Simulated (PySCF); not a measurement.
Trend along group 13: MO anions

PBE0 with triple-zeta basis sets in PySCF, for the lowest determinant that a PBE0 search found; no spin–orbit coupling. De refers to high-spin ground-configuration atoms (the charge goes to the atom of lower measured ionisation energy or higher electron affinity, which is not always the lowest computed limit). A positive dipole points towards O; it is taken about the centre of mass and depends on that origin.

```
 M        basis  charged atom  state (unpaired electrons)  Re (Å)  ωe (cm⁻¹)  De (eV)  μ (D)
 B  def2-TZVPPD            O−      singlet (closed shell)   1.233       1752     9.45   2.32
Ga  def2-TZVPPD            O−      singlet (closed shell)   1.712        821     5.22  -3.07
In  def2-TZVPPD            O−      singlet (closed shell)   1.913        697     4.16  -4.26
```

Question: The row for M = Al is missing. Estimate Re, ωe and De as the mean of the rows for B and Ga, and compare with the calculation.

Answer: The means are 1.473 Å, 1286 cm⁻¹ and 7.33 eV. PBE0 in def2-TZVPPD gives AlO⁻ as a singlet (closed shell) with Re = 1.636 Å, ωe = 984 cm⁻¹, De = 6.13 eV, so the estimate is off by -16.4 pm, +31 % and +1.21 eV.

These are scalar-relativistic numbers at best; spin–orbit coupling would shift them, the dissociation energy most. For an ion De counts to the pair picked by the measured ionisation energies or electron affinities, which need not be the lowest pair at this level.
